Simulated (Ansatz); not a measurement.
Basis sets compared for Ga₁₂N₁₂. Total charge 0; singlet. Geometry PBE-D4/def2-SVP. Ansatz on 4 threads of AMD EPYC 7R13 on a shared host and a share (37 GiB) of an NVIDIA H100 80GB HBM3; times are rough, and most runs start from earlier orbitals.

Cartesian coordinates in Å:
```
Ga -2.786 -0.254 0.838
Ga -0.669 0.961 2.583
Ga -1.049 -1.789 2.358
Ga 0.144 2.725 -0.772
Ga -2.188 1.042 -1.628
Ga 0.240 1.009 -2.964
Ga 1.602 1.545 1.201
Ga 1.617 -1.027 2.092
Ga 2.430 0.737 -1.263
Ga -0.206 -0.199 -0.154
Ga 0.857 -1.606 -2.283
Ga 0.259 -2.903 0.183
N -2.125 -0.244 2.742
N -3.505 0.909 -0.371
N -0.896 2.422 -2.329
N 1.230 0.688 2.940
N 2.058 2.483 -0.476
N -0.397 1.663 0.778
N -1.380 -1.696 0.445
N -0.773 -0.381 -2.058
N 1.833 -0.278 0.298
N 0.651 -2.658 2.146
N 1.879 0.008 -2.926
N 1.172 -3.159 -1.376
```

Single mean-field runs in def2-SVP, def2-TZVP are fitted with def2-universal-jkfit. Another isomer (singlet) lies 7.08 eV lower at PBE0-D4/def2-TZVP; other spin states weren't run for this one.

Binding counts from free atoms (Ga doublet, N quartet) in the same basis, without a counterpoise term.

```
           level  functions  energy (Eh)  HOMO (eV)  LUMO (eV)  binding per atom (eV)  wall time
 PBE-D4/def2-SVP        552  -23748.0080      -5.07      -4.60                   3.62        7 s
PBE0-D4/def2-SVP        552  -23748.3925      -6.00      -3.89                   3.38      6.5 s
```

(1) Estimate the rows for PBE-D4/def2-TZVP (with forces), PBE0-D4/def2-TZVP.

## Answers

(1) 
```tsv
level	functions	energy (Eh)	HOMO (eV)	LUMO (eV)	binding per atom (eV)	wall time
PBE-D4/def2-TZVP (with forces)	948	-23751.7268	-5.09	-4.63	3.58	12 s
PBE0-D4/def2-TZVP	948	-23752.1060	-6.00	-3.92	3.35	13 s
```
